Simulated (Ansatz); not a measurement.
Two isomers of C2H7FOSi: A = `C[SiH2]OCF`, B = `C[SiH2]C(O)F`.

Program: Ansatz. Geometries: PBE0-D4/def2-TZVP. ΔE: electronic, gas phase. CCSD(T)/CBS adds triple-zeta CCSD(T) − MP2 to the extrapolated MP2 energy (def2 sets, frozen cores). DFT in def2-TZVPP. B3LYP here is the variant with VWN-RPA as its local correlation; programs differ in this. One conformer a species, not always the lowest.

A:

Z-matrix (Å, degrees):
```
C
Si 1 1.856
H 1 1.092 2 110.6
H 1 1.092 2 110.8 3 -120.1
H 1 1.094 2 110.3 3 120.1
O 2 1.665 1 112.1 3 62.1
H 2 1.491 1 110.7 3 -58.1
H 2 1.483 1 111.3 3 179.1
C 6 1.366 2 123.9 1 -83.6
F 9 1.383 6 110.6 2 66.4
H 9 1.092 6 109.0 2 -175.8
H 9 1.098 6 112.1 2 -52.1
```

B:

Z-matrix (Å, degrees):
```
C
Si 1 1.863
H 1 1.092 2 110.2
H 1 1.092 2 110.2 3 119.5
H 1 1.092 2 111.1 3 -120.2
C 2 1.914 1 109.4 3 -59.9
H 2 1.488 1 112.1 3 -178.9
H 2 1.487 1 112.1 3 58.6
F 6 1.402 2 108.5 1 63.0
O 6 1.379 2 108.9 1 -56.3
H 6 1.099 2 113.2 1 178.9
H 10 0.963 6 109.6 2 -171.6
```

**Question.** Which is lower in electronic energy at CCSD(T)/CBS, and by how much? (Best estimate.)

**Answer.** Computed: A, by 116.4 kJ/mol.

**Question.** Give E(B) − E(A) in kJ/mol with HF/def2-TZVPP, CCSD/def2-TZVPP, B2PLYP, ωB97M-V, MP2/def2-TZVPP, B3LYP, PBE0-D4. (Best estimate.)

**Answer.** Computed: HF/def2-TZVPP 135.8, CCSD/def2-TZVPP 120.1, B2PLYP 119.6, ωB97M-V 113.9, MP2/def2-TZVPP 121.6, B3LYP 116.6, PBE0-D4 108.9. None reverses the order clearly.

Largest T1 diagnostic: 0.012.

From PBE to PBE0 (25 % exact exchange), in def2-TZVPP and without D4, E(B) − E(A) moves by +7.0 kJ/mol. In def2-TZVPP, CCSD(T) changes the Hartree–Fock value by −18.1 kJ/mol (the triples alone add −2.4 kJ/mol) and MP2 by −14.2 kJ/mol.
